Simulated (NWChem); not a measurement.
System: BBrClF; SMILES FB(Cl)Br

```xyz
4

B     -0.4317     0.5842     0.0000
F     -1.7316     0.8315     0.0000
Cl     0.6949     1.9265     0.0000
Br     0.1694    -1.2330     0.0000
```
Atoms are numbered in this order, from 1.

All runs: NWChem. Coordinates come from a PBE-D3(BJ)/def2-SVP optimisation. B3LYP is NWChem's, with the RPA form of VWN correlation. Vertical excitations in the gas phase; the lowest state need not have the same character in each row.

For level PBE0/def2-SVPD, full TDDFT:

| Quantity | Value |
|---|---|
| lowest excitation, singlet (eV) | 5.88 |
| lowest state with f > 0.02, singlet (eV) | 6.81 |
| orbital gap (eV) | 7.50 |

Problem. Estimate the same quantities for level B3LYP/def2-SVPD, full TDDFT.

Solution. 
| Quantity | Value |
|---|---|
| lowest excitation, singlet (eV) | 5.74 |
| lowest state with f > 0.02, singlet (eV) | 6.67 |
| orbital gap (eV) | 7.02 |
